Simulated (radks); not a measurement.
Values are calculated unless marked as measured or tabulated.
Trend from Lu+ to Hg+: ionisation energy by Delta-SCF between NIST ground configurations, and size. Code: a radial shooting solver on a logarithmic mesh with Libxc functionals. Model: non-relativistic Kohn-Sham, BLYP, spin-polarised, spherical densities, point nucleus; open shells are filled with parallel spins first (spin-orbit coupling, left out, can overturn this in heavy ions).

species	configuration	IE (eV)	NIST (eV)	kind	-e(HOMO) (eV)
Lu+	[Xe] 4f14 6s2	13.160	14.13	semi-emp.	10.230 (6s)
Hf+	[Xe] 4f14 5d1 6s2	11.840	14.61	theory	10.663 (6s)
Ta+	[Xe] 4f14 5d3 6s1	13.882	16.2	semi-emp.	10.759 (6s)
W+	[Xe] 4f14 5d4 6s1	14.420	16.4	semi-emp.	11.174 (6s)
Re+	[Xe] 4f14 5d5 6s1	14.891	16.6	semi-emp.	11.533 (6s)
Os+	[Xe] 4f14 5d6 6s1	15.273	17	semi-emp.	11.815 (6s)
Ir+	[Xe] 4f14 5d7 6s1	15.600	17.0	semi-emp.	12.056 (6s)
Pt+	[Xe] 4f14 5d9	20.002	18.6	exp.	14.398 (5d)
Au+	[Xe] 4f14 5d10	21.595	20.20	exp.	15.747 (5d)
Hg+	[Xe] 4f14 5d10 6s1	16.307	18.757	exp.	12.574 (6s)

Reference values: NIST Atomic Spectra Database (exp. = measured, semi-emp. = semi-empirical, theory = theoretical value adopted there). Relativity is left out here, which matters for elements this heavy. Open shells are spherical and high-spin; term and fine-structure splittings are not resolved.
